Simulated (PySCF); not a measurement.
# Computed spin Hamiltonian

Species: C8H7O (doublet state).
SMILES with atom numbers: `[CH2:1][c:2]1[cH:3][cH:4][cH:5][c:6]([CH:7]=[O:8])[cH:9]1` (hydrogens: H10, H11 on C1; H12 on C3; H13 on C4; H14 on C5; H15 on C7; H16 on C9)

Cartesian coordinates in Å at the GFN2-xTB level; atoms count from 1:
```xyz
16
C8H7O angstrom
C     -2.106   -1.551   -0.195
C     -1.132   -0.579   -0.096
C     -1.464    0.807   -0.076
C     -0.492    1.772    0.021
C      0.849    1.419    0.103
C      1.215    0.064    0.086
C      2.635   -0.302    0.172
O      3.552    0.474    0.260
C      0.246   -0.916   -0.012
H     -3.147   -1.290   -0.260
H     -1.853   -2.595   -0.211
H     -2.506    1.083   -0.139
H     -0.770    2.816    0.033
H      1.625    2.164    0.178
H      2.814   -1.397    0.150
H      0.529   -1.959   -0.026
```

The hyperfine couplings belong to this conformer and change with its torsions.

Theory: UKS B3LYP, pcH-1 on C H O, non-relativistic, mean-field spin-orbit, GIAO in PySCF 2.14.0. The structure is a single GFN2-xTB conformer in the gas phase; no vibrational or solvent corrections. The geometry wasn't refined by DFT: couplings that depend on bond lengths, twists or pyramidal angles can differ widely from those at the functional's own minimum. Stability of the SCF solution: not tested. ⟨S²⟩ is 0.785 where a pure state has 0.75.

```json
{"g1, g2, g3": "2.00218, 2.00246, 2.00267", "g_iso": "2.00244", "Form of g": "rhombic: the two nearest values differ by 43 % of g3 − g1", "⟨S²⟩": "0.7846 (exact 0.7500)", "α and β electrons": "32, 31", "HOMO–LUMO gap, α and β orbitals": "3.48, 4.40 eV", "Total energy": "-384.26541 Eh"}
```

Hyperfine couplings atom by atom, in G; T1 to T3 are the principal values of the dipolar part; ρ(0) is the spin density at the nucleus (MHz turned into gauss with g_iso; 10 G = 1 mT):

```
atom  isotope  a_iso     T1     T2    T3  Mulliken spin population  ρ(0) (bohr⁻³)
  C1      13C   21.3  -20.7  -20.3  41.0                      0.76         0.0531
  C2      13C  -15.1   -7.6    3.0   4.6                     -0.20        -0.0375
  C3      13C    9.1   -7.3   -7.2  14.5                      0.27         0.0228
  C4      13C   -8.0   -5.9    2.6   3.3                     -0.14        -0.0200
  C5      13C    9.4   -8.5   -7.9  16.3                      0.31         0.0235
  C6      13C   -7.6   -5.3    2.3   2.9                     -0.13        -0.0190
  C7      13C    1.6   -0.3   -0.1   0.4                      0.01         0.0040
  O8      17O    0.7   -1.6   -1.5   3.1                     -0.03        -0.0033
  C9      13C    8.6   -6.8   -6.7  13.5                      0.25         0.0214
 H10       1H  -16.3   -9.6   -0.4   9.9                     -0.03        -0.0102
 H11       1H  -16.3   -9.6   -0.3   9.9                     -0.03        -0.0102
 H12       1H   -6.1   -2.4   -0.8   3.3                     -0.01        -0.0038
 H13       1H    2.5   -0.9   -0.4   1.3                      0.00         0.0015
 H14       1H   -7.1   -4.2   -0.1   4.3                     -0.01        -0.0044
 H15       1H   -0.1   -0.3   -0.3   0.6                      0.00        -0.0001
 H16       1H   -5.7   -2.3   -0.8   3.1                     -0.01        -0.0036
```

Largest spin populations (Mulliken): C1 (+0.76), C5 (+0.31), C3 (+0.27) and C9 (+0.25). Four atoms exceed +0.15. The positive populations add up to 1.60 and the negative ones to -0.60, together 2S = 1. The angles at C1 add up to 360.0°, so it is planar; its axial dipolar tensor and the negative couplings of its protons fit spin in a p orbital normal to that plane.

Axes: g1 is normal to the molecular plane and g3 points within 7° of the C5–C6 bond.

Under fast tumbling the dipolar parts average out, and these isotropic splittings remain: 1 × 1H (H10, I = 1/2, 2 lines) with 1.63 mT, 1 × 1H (H11, I = 1/2, 2 lines) with 1.63 mT, 1 × 1H (H14, I = 1/2, 2 lines) with 0.71 mT, 1 × 1H (H12, I = 1/2, 2 lines) with 0.61 mT, 1 × 1H (H16, I = 1/2, 2 lines) with 0.57 mT and 1 × 1H (H13, I = 1/2, 2 lines) with 0.25 mT.

H10 and H11 aren't averaged: C1 is flat or nearly so (angle sum 360°), and its turn about the short C1–C2 bond (1.38 Å) is taken as slow.

The 13C coupling of C1 (59.7 MHz) shows only in satellite lines or after enrichment, since that isotope makes up about 1.07 % of natural carbon.

Examples of negative spin density at the nucleus (bohr⁻³): C2 (-0.0375), C4 (-0.0200) and C6 (-0.0190).

The run took 2.2 min (grids of density and orbitals included) on one thread, Intel Xeon Platinum 8375C at 2.90 GHz (x86_64), shared host with 128 logical CPUs at a one-minute load of 104, and the process peaked at 0.98 GiB of memory.
